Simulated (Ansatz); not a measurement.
Isolated molecules relaxed with PBE0-D4/def2-TZVP in Ansatz; ΔE leaves out vibrations. CCSD(T)/CBS adds triple-zeta CCSD(T) − MP2 to the extrapolated MP2 energy (def2 sets, frozen cores). This one scheme is used for every species, atoms too. For atomizations the MP2-based limit and the directly extrapolated one differ by several kJ/mol either way, and by 10 to 25 for some Ge, Se and Sn compounds, so smaller differences from it don't rank the levels. DFT in def2-TZVPP. HSE06 is defined as in plane-wave codes. No spin–orbit coupling; open shells (•) take unrestricted orbitals. Spin–orbit coupling would lower the free atoms: a little for C, O. Each species was taken in one conformer, which may not be the lowest.

Consider the atomization: `CCC(=O)N(C)C` → 5 C• + 11 H• + N• + O•.

`CCC(=O)N(C)C`:

Cartesian coordinates in Å:
```
C 1.874 -1.259 -0.355
C 1.620 0.225 -0.114
C 0.427 0.448 0.792
O 0.595 0.611 1.989
N -0.819 0.427 0.239
C -1.969 0.593 1.094
C -1.119 0.185 -1.147
H 1.989 -1.782 0.596
H 1.052 -1.733 -0.898
H 2.787 -1.407 -0.935
H 1.524 0.761 -1.061
H 2.465 0.660 0.419
H -2.590 -0.309 1.087
H -1.624 0.785 2.106
H -2.581 1.433 0.749
H -1.700 1.015 -1.564
H -1.715 -0.728 -1.260
H -0.215 0.073 -1.737
```

```
        level  ΔE (eV)
        HSE06    75.78
HF/def2-QZVPP    54.83
```

(1) What does CCSD(T)/CBS give? (Best estimate.)

Largest T1 diagnostic among the species: 0.013.

## Answers

(1) Ansatz gave: +75.32 eV. The listed levels differ from it by 0.46, -20.49 eV.

From r2SCAN to r2SCAN0 (25 % exact exchange), in def2-TZVPP and without D4, ΔE moves by −1.10 eV: exact exchange takes away binding that semilocal exchange gives to molecules. The D4 term adds +0.61 eV with B3LYP and +0.33 eV with PBE0; it sums over pairs of atoms, weighted by their polarisabilities, and B3LYP, whose exchange is more repulsive, gets the larger term. At CCSD(T), def2-SVP lies −3.09 eV from the extrapolated value and def2-TZVPP −1.79 eV: correlation converges slowly with the basis, and small sets miss more of it in the bonded molecule than in its fragments.

B3LYP here is the variant with VWN-RPA as its local correlation; programs differ in this.
